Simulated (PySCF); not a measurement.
UHF on Au+ (gold, charge +1)

Configuration: [Xe] 4f14 5d9 6p1, one real determinant (an excited configuration). Calculation: PySCF 2.14, in aug-cc-pwCVTZ-PP with ECP60MDF (8s8p7d4f3g, 122 functions); scalar relativity through the core potential.

* Total energy: -134.197140 hartree
* One-electron energy: -229.8214 hartree
* Hartree (Coulomb) energy: 107.2423 hartree
* Exchange energy: -11.6180 hartree
* ⟨S²⟩: 2.0023
* ⟨L²⟩: 8.088
* Sum of ⟨r⟩: 25.71 bohr
* Sum of ⟨r²⟩: 48.23 bohr²
* Traceless quadrupole moment −½Σ⟨3z² − r²⟩ along its main axis: -5.46 e·bohr²

| shell | electrons | mean orbital energy (hartree) | spread (hartree) | rms radius, mean of both spins (bohr) |
| --- | --- | --- | --- | --- |
| 5s α | 1 | -5.20236 | 0 | 1.01 |
| 5s β | 1 | -5.13947 | 0 | 1.01 |
| 5p α | 3 | -3.26948 | 0.05403 | 1.15 |
| 5p β | 3 | -3.18603 | 0.05667 | 1.15 |
| 5d α | 5 | -0.95857 | 0.06211 | 1.63 |
| 5d β | 4 | -0.91836 | 0.02250 | 1.63 |
| 6p α | 1 | -0.39819 | 0 | 3.79 |

⟨L²⟩ = 8.09 against 12 for a pure F term, so this real determinant mixes terms. Energies and moments cover only the electrons outside the core potential. Spin-orbit coupling, absent here, splits the open shell strongly.
